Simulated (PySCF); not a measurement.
# Computed properties of 2-methylpenta-1,4-diene (C₆H₁₀), SMILES C(CC(C)=C)=C

2-methylpenta-1,4-diene (C₆H₁₀), SMILES C=CCC(=C)C. Geometry: PBE0-D3(BJ)/def2-SVP. Other conformers were not sampled. All values are computed for the isolated molecule unless a solvent is named; none is compared with measurement here.

**Structure.** All 42 harmonic modes at PBE0-D3(BJ)/def2-SVP (PySCF) are real, so it is a minimum. With heavy atoms numbered as in [CH2:1]=[CH:2][CH2:3][C:4](=[CH2:5])[CH3:6], the shortest bond between them is C1–C2 at 1.333 Å and the longest C3–C4 at 1.512 Å.

**Vibrations.** The strongest infrared lines (harmonic, unscaled, degenerate partners summed) lie at 943 cm⁻¹ (36 km/mol, H 70 %, C 30 %), 913 cm⁻¹ (24 km/mol, H 70 %, C 30 %), 923 cm⁻¹ (21 km/mol, H 70 %, C 30 %). The softest mode is at 45 cm⁻¹ and the zero-point energy is 88.8 kcal/mol.

**Electronic structure.** r2SCAN/def2-TZVP (PySCF) places the frontier levels at -6.18 and -0.71 eV, a gap of 5.47 eV, and gives a dipole moment of 0.56 D and a mean polarisability of 74.8 bohr³. PBE/def2-TZVP (PySCF) at the same geometry gives -5.99 and -0.95 eV, so its gap is 0.43 eV narrower. An orbital gap is neither the optical nor the fundamental gap.

**Excitations.** TDDFT-B3LYP/def2-SVPD (PySCF) has S1 at 5.97 eV (208 nm, f = 0.028, weak); the most intense of the 10 singlets computed lies at 7.03 eV (f = 0.30). T1 (TDA) is at 4.33 eV. TDDFT-PBE/def2-SVPD (PySCF) puts S1 at 5.23 eV. No vertical singlet excitation falls in the visible range (under 3.1 eV).

**NMR.** GIAO shifts at PBE0/pcSseg-1 (PySCF) (non-relativistic, atoms alike by connectivity averaged): ¹³C from 25.5 to 155.3 ppm against TMS; ¹H from 2.1 to 6.5 ppm against TMS.

**Solvation.** SMD-PBE0/def2-SVP (PySCF) gives 1.2 kcal/mol in water, -2.4 kcal/mol in 1-octanol, -3.4 kcal/mol in ethylethanoate (1 M in both phases, gas-phase geometry); of these solvents ethylethanoate holds the molecule best.
